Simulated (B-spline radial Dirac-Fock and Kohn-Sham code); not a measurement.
**Scattering functions of Tb⁵⁹⁺**

System: terbium as Tb⁵⁹⁺ in the configuration [He] 2s2 2p2.

Calculated with a radial B-spline solver, using configuration-average Dirac-Fock orbitals. f₀ is the Fourier transform of the spherical electron density, S the Waller-Hartree incoherent function, and s = sin θ/λ. The electron scattering factor follows from the Mott-Bethe formula f_e = 0.023934 Å⁻¹·(Z − f₀)/s².

```tsv
s (Å⁻¹)	f₀	S	f_e (Å)
0	6.000	0.000	–
0.05	5.999	0.001	564.848
0.1	5.998	0.004	141.217
0.15	5.994	0.008	62.766
0.2	5.990	0.015	35.309
0.25	5.985	0.023	22.600
0.3	5.978	0.033	15.696
0.35	5.970	0.045	11.533
0.4	5.961	0.058	8.832
0.45	5.950	0.074	6.979
0.5	5.939	0.091	5.654
0.6	5.912	0.130	3.928
0.7	5.880	0.176	2.888
0.8	5.844	0.228	2.212
0.9	5.804	0.286	1.749
1	5.760	0.350	1.418
1.1	5.711	0.420	1.173
1.2	5.659	0.494	0.986
1.4	5.543	0.657	0.726
1.6	5.413	0.834	0.557
1.8	5.272	1.024	0.441
2	5.122	1.222	0.358
2.5	4.714	1.734	0.231
3	4.283	2.237	0.161
3.5	3.855	2.698	0.119
4	3.449	3.100	0.092
5	2.751	3.716	0.060
6	2.232	4.124	0.042
```

f₀ starts at the number of electrons, 6, and has fallen to half at s ≈ 4.64 Å⁻¹. The sum of ⟨r²⟩ over the electrons is 0.03364 bohr². For an ion f_e diverges as s goes to zero, because of the net charge.
